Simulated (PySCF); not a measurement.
Assignment exercise: C9H5N

Mapped SMILES: `[CH:1]#[C:2][c:3]1[cH:4][cH:5][c:6]([C:7]#[N:8])[cH:9][cH:10]1` (H(Xn): hydrogen on atom n).

Level of theory: PBE0/pcSseg-1 with gauge-including orbitals, geometry from GFN2-xTB, in PySCF 2.14 (a single conformation, isolated molecule, no relativistic terms, averaged over atoms made equivalent by symmetry, fast rotation or ring inversion).

References, each an isolated molecule treated in the same way: $^{13}$C, $^{1}$H against TMS.

(1) Assign these signals to the numbered atoms. $^{13}$C{$^{1}$H} NMR (computed): δ 139.8 (CH), 139.7 (CH), 131.0 (C), 124.2 (C), 117.1 (C), 93.1 (CH), 87.9 (C).

(2) Assign these signals to the numbered atoms. $^{1}$H NMR (500 MHz, computed): δ 7.94 (m, 2H), 7.93 (m, 2H), 3.14 (s, 1H).

Answers

(1) 
| δ (ppm) | atoms | environment | reason |
| --- | --- | --- | --- |
| 139.8 | C4/C10 | aromatic CH | the aromatic region |
| 139.7 | C5/C9 | aromatic CH | – |
| 131.0 | C3 | substituted aromatic carbon | – |
| 124.2 | C7 | nitrile carbon | C≡N carbons fall here, among the sp2 signals but without a proton |
| 117.1 | C6 | substituted aromatic carbon | – |
| 93.1 | C1 | terminal alkyne carbon | the triple bond shields along its axis, which puts it between sp3 and sp2 carbons |
| 87.9 | C2 | alkyne carbon | sp carbons lie upfield of alkene carbons because the cylindrical π system leaves one tensor component strongly shielded |

C4/C10 and C5/C9 lie closer than the usual error of such a calculation, so a measured spectrum could show them in the other order.

(2) 
| δ (ppm) | atoms | environment | reason |
| --- | --- | --- | --- |
| 7.94 | H(C4)/H(C10) | hydrogen on an aromatic CH | the ring current deshields protons in the ring plane |
| 7.93 | H(C5)/H(C9) | hydrogen on an aromatic CH | – |
| 3.14 | H(C1) | hydrogen on a terminal alkyne carbon | it lies on the axis of the triple bond, in its shielding cone |

H(C4)/H(C10) and H(C5)/H(C9) lie closer than the usual error of such a calculation, so a measured spectrum could show them in the other order.

Shifts are as computed. Against solution values, carbons near 30 ppm lie about +3 ppm off and those near 130 ppm about +5 ppm. Of 1211 compounds with measured shifts, 218 miss one by over three times the rms of a fit or turn the order of signals round; such compounds aren't used in these exercises. Multiplicities follow the n + 1 count of equivalent neighbours, as no J values were calculated; m marks all less simple cases, F and P coupling included.
